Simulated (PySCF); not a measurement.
**Polarisability and C₆ of S⁻ (sulfur, charge -1)**

[Ne] 3s2 3p5, 2P determinant. Calculation: PySCF 2.14, in def2-TZVPPD; the non-relativistic Hamiltonian (point nucleus). Coupled (time-dependent) response in atomic units; α is the mean over directions.

| method | mean α (bohr³) | α xx, yy, zz | C₆ (like pair) | S(−4) |
| --- | --- | --- | --- | --- |
| UHF | 41.20 | 33.50, 45.06, 45.06 | 418.1 | 496.2 |
| wB97X-V | 44.53 | 36.41, 48.60, 48.60 | 463.1 | 602.1 |
| LC-wPBE | 43.19 | 35.26, 47.15, 47.15 | 442.6 | 557.1 |

S(−4) is the Cauchy moment in α(ω) = α(0) + S(−4) ω² + …

α(iu) at UHF:

```csv
u (hartree),α(iu) (bohr³)
0,41.20
0.0500,40.02
0.100,36.97
0.200,29.07
0.300,22.08
0.500,13.09
0.750,7.608
1.00,4.908
1.50,2.509
2.00,1.523
3.00,0.7478
5.00,0.3121
```

For an ion, C₆ is the dispersion term alone; charge-induced terms of lower order in 1/R come first.

The components differ because the open shell of this determinant is not spherical; for a pure term their mean is the scalar polarisability.
